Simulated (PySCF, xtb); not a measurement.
C3H7O2, SMILES C[C](O)CO, multiplicity 2. One conformer was computed; it need not be the lowest.

Harmonic wavenumbers (cm⁻¹) from GFN2-xTB run with xtb at its own minimum, in rising order: 55, 79, 135, 286, 332, 353, 412, 492, 820, 928, 948, 1005, 1016, 1112, 1136, 1265, 1317, 1340, 1344, 1392, 1450, 1456, 1475, 2837, 2929, 2963, 2968, 3060, 3520, 3539.

Question: What does B3LYP-D3(BJ)/def2-SVP (PySCF) give at its own minimum? (The exact figures need the calculation; the answer reports its results.)

Answer: 88, 139, 190, 328, 394, 426, 436, 589, 805, 942, 998, 1002, 1032, 1137, 1180, 1313, 1351, 1359, 1405, 1423, 1443, 1463, 1471, 2935, 2972, 3073, 3094, 3127, 3790, 3801. Paired by order, the mean absolute difference is 60 cm⁻¹ and the zero-point energies are 60.0 and 62.5 kcal/mol.
